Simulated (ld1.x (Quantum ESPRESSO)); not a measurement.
**Pseudopotential generation for O: ultrasoft, PBEsol, scalar-relativistic.**

O (Z = 8), ultrasoft, made with ld1.x (Quantum ESPRESSO) 7.5 (PBEsol, scalar-relativistic). Core [He], reference 2s2 2p4. Waves: 2s (bound): rcut 0.80, rcutus 0.95 bohr; 2s channel at -0.45 Ry: rcut 0.80, rcutus 0.95 bohr; 2p (bound): rcut 1.20, rcutus 1.40 bohr; 2p channel at 0.8 Ry: rcut 1.20, rcutus 1.40 bohr. Local part: all-electron potential smoothed inside 0.80 bohr (lloc = -2). Core correction: none. Augmentation charge: built from norm-conserving waves at rcut, not smoothed further.

All-electron outer shells of the reference configuration (PBEsol, scalar-relativistic, ld1.x):

| shell | level (eV) | outermost node (bohr) | outermost maximum (bohr) |
| --- | --- | --- | --- |
| 1s | -512.77 | – | 0.13 |
| 2s | -23.81 | 0.28 | 0.87 |
| 2p | -8.97 | – | 0.82 |

Results:

* Cutoffs needed: 35 Ry and 70 Ry (the cutoffs (Ry, on a coarse ladder) from which the occupation-weighted sum of valence levels, in a spherical-Bessel basis at the reference potential, stays within 10 and 1 mRy of its value at 400 Ry)
* Ghost test: no extra level below or beside the all-electron valence levels (s, p, d, f tested) (spherical-Bessel basis up to 400 Ry, 20 bohr box)
* Largest excitation error: +981 meV (all-electron minus pseudo) for 2s2 2p0, out of 7 test configurations
* Lowest eigenvalue of the overlap operator: 0.54 (s channel)

Generation and tests took about 6 s on one core of a shared server CPU.
